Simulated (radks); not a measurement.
Problem. Successive ionisation energies (eV) of one element, from differences of total energies of ions in their ground configurations, starting at charge 0: 5.644, 10.718, 21.499, 38.952, 58.899, 87.958, 94.272, 108.74, 134.78, 137.53, 163.09, 200.81, 218.70, 349.74, 381.40, 413.76, 446.81, 480.53, 514.91, 554.97, 590.93, 627.51. Calculated with a radial shooting solver on a logarithmic mesh with Libxc functionals: Dirac Kohn-Sham, BLYP, spin-unpolarised, spherical densities, finite nucleus; open shells fill j = l - 1/2 first; Fermi nuclear charge, rms radius 4.8919 fm. Which element is it?

Solution. Praseodymium (Z = 59). The first species listed is Pr in [Xe] 4f3 6s2, the last Pr21+ in [Kr] 4d2.
